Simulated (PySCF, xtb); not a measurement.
CH5ClFNSi, SMILES C[Si@@](N)(F)Cl. The values are those of a single conformer.

Harmonic wavenumbers (cm⁻¹) from GFN2-xTB in xtb 6.7.1 at its own minimum, in rising order: 89, 121, 147, 180, 211, 230, 265, 407, 486, 720, 775, 800, 827, 865, 948, 1385, 1475, 1476, 1498, 3040, 3042, 3048, 3499, 3539.

Problem. What does PBE-D3(BJ)/def2-SVP (PySCF 2.14.0) give at its own minimum? (The exact figures need the calculation; the answer reports its results.)

Solution. 131, 147, 165, 244, 264, 269, 304, 383, 510, 685, 721, 765, 845, 852, 920, 1229, 1377, 1380, 1483, 2985, 3082, 3099, 3495, 3594. Paired by order, the mean absolute difference is 45 cm⁻¹ and the zero-point energies are 41.6 and 41.4 kcal/mol.
